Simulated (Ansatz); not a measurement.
Gas-phase electronic energies from Ansatz, PBE0-D4/def2-TZVP geometries. CCSD(T)/CBS is the MP2 limit (def2-TZVPP, def2-QZVPP) plus CCSD(T) − MP2 in def2-TZVPP, frozen cores. Functionals use def2-TZVPP. B3LYP here is the variant with VWN-RPA as its local correlation; programs differ in this. Elements past krypton have def2 core potentials. For Sn outer-core shells are correlated without core-valence functions, which leaves a few kJ/mol of doubt a bond. One conformer a species, not always the lowest.

`[NH2][SnH]([OH])[F]` + `BC[SiH2][NH][AlH2]` → `[BH2][SnH]([OH])[F]` + `NC[SiH2][NH][AlH2]`  (redistribution)

Task: Is it downhill or uphill in electronic energy at CCSD(T)/CBS, and by how much? (Estimate.)

Result: Ansatz gave: Uphill: ΔE = +134.4 kJ/mol.

Task: What do these levels give: r2SCAN-D4, B3LYP-D4, B2PLYP, CCSD(T)/def2-TZVPP, HF/def2-QZVPP, HF/CBS(def2)? (Best estimate.)

Result: Computed: r2SCAN-D4 137.7, B3LYP-D4 127.9, B2PLYP 132.6, CCSD(T)/def2-TZVPP 132.1, HF/def2-QZVPP 123.5, HF/CBS(def2) 123.6 kJ/mol.

Largest T1 diagnostic among the species: 0.014.

In def2-TZVPP, CCSD(T) changes the Hartree–Fock value by +9.5 kJ/mol (the triples alone add +3.2 kJ/mol) and MP2 by +18.4 kJ/mol.
